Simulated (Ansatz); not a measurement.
Reaction (formal hydrolysis of the Si–Ge bond): `[SiH3][GeH2][B](Cl)Cl` + H₂O → `O[SiH3]` + `Cl[B](Cl)[GeH3]`

Program: Ansatz. Geometries: PBE0-D4/def2-TZVP. ΔE: electronic, gas phase. CBS: MP2 limit from def2 TZ/QZ plus the TZ coupled-cluster correction, frozen cores. This one scheme is used for every species. Functionals use def2-TZVPP. B3LYP here is the variant with VWN-RPA as its local correlation; programs differ in this. For Ge outer-core shells are correlated without core-valence functions, which leaves a few kJ/mol of doubt a bond. Scalar relativity is left out up to krypton. One conformer a species, not always the lowest.

`[SiH3][GeH2][B](Cl)Cl`:

Z-matrix (Å, degrees):
```
Si
Ge 1 2.385
H 1 1.486 2 109.6
H 1 1.486 2 110.5 3 -120.3
H 1 1.486 2 109.6 3 119.5
B 2 2.060 1 107.7 3 -59.4
H 2 1.538 1 109.3 3 -179.7
H 2 1.538 1 109.3 3 60.9
Cl 6 1.743 2 120.7 1 88.7
Cl 6 1.743 2 120.6 1 -87.8
```

H₂O:

```xyz
3

O     0.347    0.138    0.109
H    -0.458    0.106    0.630
H     0.111   -0.243   -0.739
```

`O[SiH3]`:

Z-matrix (Å, degrees):
```
Si
O 1 1.648
H 1 1.489 2 111.7
H 1 1.489 2 111.7 3 120.9
H 1 1.481 2 105.9 3 -119.6
H 2 0.957 1 117.9 3 -60.5
```

`Cl[B](Cl)[GeH3]`:

Cartesian coordinates in Å:
```
Cl 2.115 1.165 0.829
B 0.641 0.244 0.928
Cl 0.120 -0.326 2.491
Ge -0.490 -0.181 -0.750
H -0.624 -1.705 -0.902
H -1.902 0.403 -0.573
H 0.140 0.401 -2.023
```

```tsv
level	ΔE (eV)
PBE-D4	-0.43
r2SCAN-D4	-0.59
ωB97M-V	-0.65
B2PLYP	-0.70
B3LYP	-0.70
CCSD(T)/def2-TZVPP	-0.61
MP2/CBS(def2)	-0.60
CCSD/CBS(def2)	-0.62
```

Task: What does CCSD(T)/CBS give? (Estimate.)

Result: The calculation gave: -0.58 eV. The listed levels differ from it by 0.15, -0.01, -0.07, -0.12, -0.12, -0.03, -0.02, -0.04 eV.

Largest T1 diagnostic among the species: 0.013.

In def2-TZVPP, CCSD(T) changes the Hartree–Fock value by +0.31 eV (the triples alone add +0.04 eV) and MP2 by +0.28 eV. The D4 term adds +0.08 eV with B3LYP and +0.05 eV with PBE0; it sums over pairs of atoms, weighted by their polarisabilities, and B3LYP, whose exchange is more repulsive, gets the larger term.
